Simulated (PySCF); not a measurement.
C3H4BFO2, SMILES FB1C=COCO1. Geometry: PBE-D3(BJ)/def2-SVP. This is a generated structure with no PubChem entry under its InChIKey; it may be hypothetical. Other conformers were not sampled.

Computed equilibrium geometry at PBE-D3(BJ)/def2-SVP (PySCF confirms it by a frequency run) as a Z-matrix (one conformer of several):
```
C
C 1 1.3620
O 2 1.3546 1 123.38
H 1 1.0986 2 118.56 3 -179.61
H 2 1.1039 3 110.96 1 -177.32
C 3 1.4287 2 113.80 5 163.62
O 6 1.4029 3 113.84 2 51.28
B 7 1.3820 6 114.67 3 -48.68
F 8 1.3380 7 116.69 6 -169.83
H 6 1.1062 7 109.15 8 -166.72
H 6 1.1184 10 110.69 3 -116.14
```
